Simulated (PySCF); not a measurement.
## Property card for `O=C(O)C1=CCC1`

Species: C5H6O2.
Atom-mapped SMILES: `[O:1]=[C:2]([OH:3])[C:4]1=[CH:5][CH2:6][CH2:7]1` (hydrogens: H8 on O3; H9 on C5; H10, H11 on C6; H12, H13 on C7)

Structure used (GFN2-xTB), in Å, numbered top down from 1:
```
atom  x, y, z in Å
O1     2.3475    1.2912    0.5405
C2     1.6500    0.6067   -0.1681
O3     2.0729    0.1371   -1.3567
C4     0.2854    0.1923    0.1352
C5    -0.5404    0.4087    1.1707
C6    -1.6615   -0.3888    0.5765
C7    -0.7151   -0.6420   -0.6246
H8     2.9811    0.4339   -1.5210
H9    -0.4526    0.9503    2.0940
H10   -2.5582    0.1828    0.3437
H11   -1.9416   -1.2777    1.1392
H12   -1.0441   -0.2147   -1.5688
H13   -0.4279   -1.6794   -0.7782
```

Among its groups: carboxylic acid, C=C double bond and cyclobutene ring.

From GFN2-xTB geometry:

| Quantity | Value |
| --- | --- |
| Point group of the GFN2-xTB geometry | Cs |
| Rotational constants A, B, C of the GFN2-xTB geometry | 6.258, 1.967, 1.525 GHz |

PBE0/def2-SVPD ground state and vertical TDDFT (core frozen in the response) (PySCF):

| Item | Value |
| --- | --- |
| Dipole moment | 2.25 D |
| HOMO energy | -7.75 eV |
| LUMO energy | -1.48 eV |
| HOMO–LUMO gap | 6.27 eV |
| Lowest singlet excitation | 4.72 eV (263 nm, f = 0.000) |
| Strongest line among the 6 lowest singlet transitions | S2 at 5.80 eV (214 nm, f = 0.303) |
| Lowest triplet excitation (Tamm–Dancoff) | 3.50 eV |
| Static isotropic polarisability | 65.4 au |
| Electronic spatial extent ⟨r²⟩ about the centre of nuclear charge | 765 bohr² |

**PBE0/pcSseg-1 ground state and GIAO shieldings, non-relativistic (PySCF)**

| Quantity | Value |
| --- | --- |
| Lowest Hirshfeld atomic charge | -0.28 e on O1 |
| Highest Hirshfeld atomic charge | +0.20 e on C2 |
| 13C chemical shifts (computed TMS as zero) by class | 165.8 (C2), 162.2 (C5), 145.2 (C4), 32.0 (C7), 29.0 (C6) ppm |
| 1H chemical shifts (computed TMS as zero) by class | 7.37 (H9), 5.98 (H8), 2.82 (H12/H13), 2.52 (H10/H11) ppm |
| Isotropic shieldings of nuclei other than C and H, by class | -87 (O1), 127 (O3) ppm |
| Mayer bond orders between heavy atoms | O1–C2 1.97, C2–O3 1.16, C2–C4 0.96, C4–C5 1.70, C5–C6 1.04, C6–C7 1.05, C7–C4 1.03 |

Monoisotopic mass from the formula: 98.0368 u.

The largest Löwdin shares of the HOMO are 0.31 on C4, 0.29 on C5, 0.10 on O1 and 0.07 on C6. The largest Löwdin shares of the LUMO are 0.27 on C5, 0.19 on C2, 0.18 on C4 and 0.15 on O1. The principal polarisabilities are 44.9, 66.2 and 85.0 au; their mean is the isotropic value. A dipole of 2.25 D is allowed in Cs, and pure rotational transitions are dipole-allowed. The dipole equals about 7.5 × 10⁻³⁰ C·m (1 D = 3.33564 × 10⁻³⁰ C·m). No computed singlet falls in the visible range (750 to 380 nm, 1.65 to 3.26 eV); S1 lies 1.46 eV above its blue end. The rotational constants make it an asymmetric top with κ = (2B − A − C)/(A − C) = -0.81, nearer the prolate limit (−1). The 6 singlets span 4.72 to 7.21 eV, and their oscillator strengths add up to 0.34.

One conformer (not necessarily the lowest) at the GFN2-xTB geometry, without solvent, vibrations or thermal averaging.
